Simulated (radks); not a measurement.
Spin polarisation of the 3d2 shell in V3+. Start: [Ar] 3d(up 1, down 1); electrons of 3d are moved from spin down to spin up, other shells keep equal spins. Method: scalar-relativistic Kohn-Sham, r2SCAN, spin-polarised, spherical densities, finite nucleus; meta-GGA in the generalised Kohn-Sham scheme; Fermi nuclear charge, rms radius of each element as measured or else 0.836 A^(1/3) + 0.57 fm; computed with a radial shooting solver on a logarithmic mesh with Libxc functionals.

moment (Bohr magnetons)  E - E(0) (eV)  e(3d up) (eV)  e(3d down) (eV)  3p down minus up (eV)  3s down minus up (eV)
0                                0.000        -36.477          -36.477                  0.000                 0.000
0.5                             -0.092        -36.830          -36.092                  0.728                  0.728
1                               -0.370        -37.154          -35.670                  1.458                  1.459
1.5                             -0.836        -37.451          -35.201                  2.193                  2.195
2                               -1.500        -37.729          -34.641                  2.940                  2.941

At moment 2 the spin-polarisation energy is -1.500 eV and the 3d exchange splitting 3.088 eV, that is 1.544 eV per Bohr magneton; E = -I m^2/4 would give I = 1.500 eV.
